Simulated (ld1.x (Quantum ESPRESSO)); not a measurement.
## What one change does to a pseudopotential (gallium (Ga), TM)

ld1.x (Quantum ESPRESSO) 7.5 input, shortened:

```
&input
   title='Ga', zed=31., rel=1, dft='PW91', iswitch=3,
   config='[Ar] 3d10 4s2 4p1'
 /
 &inputp
   pseudotype=2, tm=.true., lloc=1,
   nlcc=.true., rcore=1.25
 /
2
4S  1  0   2.00   0.00  1.95  1.95  0.0
4P  2  1   1.00   0.00  2.40  2.40  0.0
 &test
   configts(1)='4s2 4p1'
 /
```

All-electron outer shells of the reference configuration (PW91, scalar-relativistic, ld1.x):

```tsv
shell	level (eV)	outermost node (bohr)	outermost maximum (bohr)
3p	-98.91	0.24	0.56
3d	-19.24	–	0.53
4s	-9.02	0.81	1.90
4p	-2.62	0.87	2.53
```

Change: wave 4p (bound): rc 2.40 bohr becomes 4p (bound): rc 2.10 bohr.

Cutoffs: the cutoffs (Ry, on a coarse ladder) from which the occupation-weighted sum of valence levels, in a spherical-Bessel basis at the reference potential, stays within 10 and 1 mRy of its value at 400 Ry; they do not see the model core or the augmentation charge, which bear on the density cutoff. Errors are all-electron minus pseudo energies relative to the spin-unpolarised reference configuration.

Q: How do hardness, ghosts and transferability respond?

A: The potential gets neither clearly harder nor softer (15 Ry and 35 Ry → 15 Ry and 35 Ry); both files keep a bound ghost (s); the errors of the 7 common tests hardly move.

| quantity | base | changed |
| --- | --- | --- |
| cutoff, loose | 15 Ry | 15 Ry |
| cutoff, tight | 35 Ry | 35 Ry |
| bound ghosts | s | s |
| error for 4s2 4p0, meV [ΔE 5.75 eV] | -14 | -15 |
| error for 4s1 4p0, meV [ΔE 26.97 eV] | -206 | -210 |
| error for 4s2 4p0.5, meV [ΔE 2.05 eV] | -2.2 | -2.3 |
| error for 4s2 4p1.3, meV [ΔE -0.54 eV] | -0.1 | -0.1 |
| error for 4s1 4p1, meV [ΔE 13.15 eV] | -55 | -57 |
| error for 4s1 4p2, meV [ΔE 6.57 eV] | -19 | -21 |
| error for 4s0 4p3, meV [ΔE 13.43 eV] | -70 | -76 |

 A true bound ghost makes a file unfit for plane-wave use even where its test errors are small: the radial tests pick states by their node count and pass the ghost by.
